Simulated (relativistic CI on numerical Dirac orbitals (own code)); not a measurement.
Method of calculation: Dirac-Coulomb-Breit CI, separate exchange-only KLI orbitals for each configuration, model QED (radiative potential, 1s self-energy scaled to tabulated hydrogen-like ionisation energies), valence Slater integrals scaled by 0.9, configuration energies shifted to the measured levels that pair with them (semi-empirical) (own radial code, finite nucleus).

Configurations in the expansion (outside the closed core [Ar] 3d10): 4s2 4p2, 4s 4p3, 4s2 4p 4d, 4p4, 4s2 4d2, 4s 4p2 4d, 4s2 4p 4f, 4s2 4p 5s, 4s 4p2 4f, 4p2 4d2, 4s2 4p 5p, 4s2 4f2, 4p3 4d, 4s2 4p 5d, 4s 4p 4d2, 4s 4p2 5s, 4s2 4p 6s, 4s2 4d 4f, 4s2 4p 6p, 4p2 4f2, 4s2 4p 5f, 4s 4p2 5p, 4s2 4p 5g, 4s2 4p 6d, 4p3 4f, 4s2 4d 5s, 4s 4p 5s2, 4s2 4p 6f, 4s 4p2 5d, 4s 4p 4d 4f. Levels of other configurations are missing.

Configurations whose levels could be paired with our table of measured levels were shifted onto them, all but the ground configuration, by the median error of their levels; single terms can still be off by 1,000 to 2,000 cm⁻¹ or more, and rates follow the energies as ν³ (E1, M1) or ν⁵ (E2). The others borrow a shift and can be off by several thousand cm⁻¹ or more. 13 of the 13 excited levels that our extract of the measured tables holds in this range could be paired (the sources list more); they are missed by 771 cm⁻¹ on average and 3377 at most, after the shifts were fitted to these levels, and levels without a partner can miss by more.

Outline of the computed level scheme of Sr VII. Lowest level of each configuration: 4s2 4p2 3P_0 at 0.0000 eV; 4s 4p3 5S°_2 at 15.9133 eV; 4s2 4p 4d 3F°_2 at 31.8419 eV; 4p4 3P_2 at 43.8207 eV; 4s 4p2 4d 5F_1 at 46.9183 eV; 4s2 4p 5s 3P°_0 at 47.8871 eV.

Some strong electric-dipole decays among the lowest 45 levels: 4s 4p3 3S°_1 → 4s2 4p2 3P_2 (2.1e+10 s⁻¹); 4s 4p3 1P°_1 → 4s2 4p2 1D_2 (1.9e+10 s⁻¹); 4s 4p3 3S°_1 → 4s2 4p2 3P_1 (9.9e+09 s⁻¹); 4s 4p3 1D°_2 → 4s2 4p2 1D_2 (4.8e+09 s⁻¹); 4s 4p3 1P°_1 → 4s2 4p2 3P_1 (4.3e+09 s⁻¹); 4s 4p3 3S°_1 → 4s2 4p2 3P_0 (4.3e+09 s⁻¹); 4s 4p3 3P°_0 → 4s2 4p2 3P_1 (2.9e+09 s⁻¹); 4s 4p3 1P°_1 → 4s2 4p2 1S_0 (2.8e+09 s⁻¹).

LS names give the leading component of a level, which can be under half, so a name can repeat, a term be missing and a line seem to break the LS rules.
